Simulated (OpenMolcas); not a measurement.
**3d5 along the 23-electron sequence**

- Program: OpenMolcas
- Method: SS-CASPT2, IPEA 0.25 Eh, imaginary shift 0.1 Eh
- Basis: ANO-R2
- Scalar Hamiltonian: X2C, finite nucleus
- Spin-orbit coupling: state interaction with AMFI integrals over the reference wave functions, term energies averaged over their components

Active space for each ion: 5 electrons in 10 orbitals (3d 4d); closed shells correlated by CASPT2: 3s 3p.

Computed levels in cm-1 above 6S 5/2:

```json
{"Level": "4G 5/2", "Fe3+": "33550", "Co4+": "38800", "Ni5+": "43720", "Cu6+": "48310"}
{"Level": "4G 7/2", "Fe3+": "33590", "Co4+": "38860", "Ni5+": "43820", "Cu6+": "48450"}
{"Level": "4G 9/2", "Fe3+": "33620", "Co4+": "38910", "Ni5+": "43890", "Cu6+": "48550"}
{"Level": "4G 11/2", "Fe3+": "33630", "Co4+": "38910", "Ni5+": "43880", "Cu6+": "48540"}
{"Level": "4P 5/2", "Fe3+": "36950", "Co4+": "42770", "Ni5+": "48220", "Cu6+": "53190"}
{"Level": "4P 3/2", "Fe3+": "37010", "Co4+": "42880", "Ni5+": "48400", "Cu6+": "53460"}
{"Level": "4P 1/2", "Fe3+": "37090", "Co4+": "43010", "Ni5+": "48630", "Cu6+": "53870"}
{"Level": "4D 7/2", "Fe3+": "40210", "Co4+": "46490", "Ni5+": "52390", "Cu6+": "57930"}
{"Level": "4D 1/2", "Fe3+": "40260", "Co4+": "46590", "Ni5+": "52580", "Cu6+": "58240"}
{"Level": "weight of 6S in the lowest level (%)", "Fe3+": "100", "Co4+": "100", "Ni5+": "100", "Cu6+": "100"}
```

Measured, with the error of the calculation in %. Measured levels: Fe3+ from Corliss and Sugar, J. Phys. Chem. Ref. Data 11, 135 (1982); Co4+ from Sugar and Corliss, J. Phys. Chem. Ref. Data 10, 1097 (1981); Ni5+ from Corliss and Sugar, J. Phys. Chem. Ref. Data 10, 197 (1981); Cu6+ from the list in Gamrath, thesis, University of Mons (2023).

```
  Level          Fe3+          Co4+          Ni5+          Cu6+
4G 11/2  32246 (+4.3)  37218 (+4.6)  41921 (+4.7)              
 4P 5/2  35254 (+4.8)  40753 (+4.9)  45884 (+5.1)  50732 (+4.8)
 4P 3/2  35333 (+4.7)  40891 (+4.9)  46104 (+5.0)  51067 (+4.7)
 4P 1/2  35407 (+4.7)  41024 (+4.8)  46325 (+5.0)  51407 (+4.8)
 4D 7/2  38779 (+3.7)  44709 (+4.0)  50331 (+4.1)  55742 (+3.9)
 4D 1/2  38897 (+3.5)  44908 (+3.7)                56210 (+3.6)
```

4G 5/2 changes by a factor of 1.44 over the same range, with steps per unit of Z of +5250, +4920, +4590 cm-1.

CASPT2 does not keep the components of a term degenerate, so their means are used; among the terms shown or strongly mixed into the levels shown the widest spread is 58 cm-1 (3d5 4D, Co4+). Active for correlation alone: 4d; no level in the range computed is led by a configuration that fills it, so any true level of that kind is missing. Computed and measured levels are paired by configuration, term and J; levels that our copy of the source lacks, or whose pairing is in doubt (as where it misses far off the trend of its configuration), stay unpaired and out of the deviations. Only configurations of the active space appear.
